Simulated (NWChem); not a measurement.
Species: HTeOF; SMILES F[Te]O

```xyz
4

Te     0.2949     0.0246     0.0242
F     -0.6900    -1.6468    -0.0369
O     -1.2429     1.2502    -0.0818
H     -1.6027     1.3612     0.8088
```
Atoms are numbered in this order, from 1.

Level: PBE0/def2-SVP with def2 effective core potentials on Te (NWChem), optimised geometry, unscaled harmonic frequencies. def2 effective core potentials on Te; no spin-orbit coupling.

```json
[
 {"frequency (cm⁻¹)": "203", "IR intensity (km/mol)": "5.4"},
 {"frequency (cm⁻¹)": "472", "IR intensity (km/mol)": "115.4"},
 {"frequency (cm⁻¹)": "625", "IR intensity (km/mol)": "72.5"},
 {"frequency (cm⁻¹)": "647", "IR intensity (km/mol)": "41.7"},
 {"frequency (cm⁻¹)": "1011", "IR intensity (km/mol)": "47.8"},
 {"frequency (cm⁻¹)": "3852", "IR intensity (km/mol)": "122.7"}
]
```

```
Property                                                                            Value
-----------------------------------------------------------------------  ----------------
zero-point energy                                                            9.7 kcal/mol
thermal correction to the enthalpy at 298.15 K (with zero-point energy)     12.8 kcal/mol
heat capacity Cv                                                         11.4 cal/(mol K)
entropy at 298.15 K and 1 atm (symmetry number 1)                        69.5 cal/(mol K)
```

Rigid rotor and harmonic oscillator.
